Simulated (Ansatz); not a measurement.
Cartesian coordinates in Å:
```
C 0.391 -0.968 -1.241
C 0.169 0.246 -0.387
Cl -0.611 1.548 -1.350
O -0.660 -0.090 0.690
B -0.620 0.575 1.865
F 0.247 1.561 2.057
H -0.564 -1.353 -1.599
H 0.885 -1.740 -0.646
H 1.020 -0.719 -2.096
H 1.103 0.686 -0.034
H -1.361 0.252 2.740
```

Total charge 0; spin multiplicity 1.

Q: List the B3LYP/def2-TZVPP orbital energies in eV (Ansatz 0.2.0). (Estimate.)

A: Computed: Occupied: -2762.49, -672.10, -521.79, -280.35, -277.21, -257.22, -196.30, -196.07, -196.06, -185.81, -33.42, -29.46, -23.45, -20.75, -17.66, -15.91, -14.96, -13.79, -13.51, -12.80, -12.22, -11.45, -11.09, -10.31, -10.17, -9.60, -8.61, -8.41. Lowest empty: -0.44, 0.39, 1.13, 1.60, 1.99, 2.36, 2.66, 2.80.

B3LYP here is the variant with VWN-RPA as its local correlation; programs differ in this.
